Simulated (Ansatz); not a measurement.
`O[SiH2][GeH2][OH]` + `OC(F)F` → `O[SiH2]C(O)(F)F` + `[OH][GeH3]`  (formal exchange of groups at the Si–Ge bond)

Isolated molecules relaxed with PBE0-D4/def2-TZVP in Ansatz; ΔE leaves out vibrations. CBS: MP2 limit from def2 TZ/QZ plus the TZ coupled-cluster correction, frozen cores. Functionals use def2-TZVPP. For Ge outer-core shells are correlated without core-valence functions, which leaves a few kJ/mol of doubt a bond. Scalar relativity is left out up to krypton. Each species was taken in one conformer, which may not be the lowest.

```json
{"level": "r2SCANh-D4", "ΔE (kJ/mol)": "31.7"}
{"level": "r2SCAN0", "ΔE (kJ/mol)": "33.7"}
```

(1) What does CCSD(T)/CBS give? (Best estimate.)

Largest T1 diagnostic among the species: 0.012.

## Answers

(1) The calculation gave: +31.1 kJ/mol. The listed levels differ from it by 0.6, 2.6 kJ/mol.

At CCSD(T), def2-SVP lies −5.0 kJ/mol from the extrapolated value and def2-TZVPP +0.9 kJ/mol. Leaving LDA and LC-ωPBE aside and taking each functional with its dispersion term where it has one, the values, not all of them listed here, spread over 13.3 kJ/mol, from ωB97M-V to HSE06-D4. LDA lies −6.1 kJ/mol from PBE without D4. From r2SCAN to r2SCAN0 (25 % exact exchange), in def2-TZVPP and without D4, ΔE moves by +3.1 kJ/mol.
